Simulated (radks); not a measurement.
Bi4+, 79 electrons, occupied as [Xe] 4f14 5d10 6s1. Method: Dirac Kohn-Sham, PBE, spin-unpolarised, spherical densities, finite nucleus; Fermi nuclear charge, rms radius 5.5211 fm; computed with a radial shooting solver on a logarithmic mesh with Libxc functionals.

X-ray form factor f0, the Fourier transform of the density (f0(0) = 79):

sin(theta)/lambda (1/angstrom)  f0 (electrons)
0.05                                    78.348
0.1                                     76.487
0.15                                    73.671
0.2                                     70.232
0.25                                    66.492
0.3                                     62.708
0.4                                     55.630
0.5                                     49.607
0.6                                     44.621
0.8                                     36.852
1                                       30.807
1.25                                    24.821
1.5                                     20.448
2                                       15.522
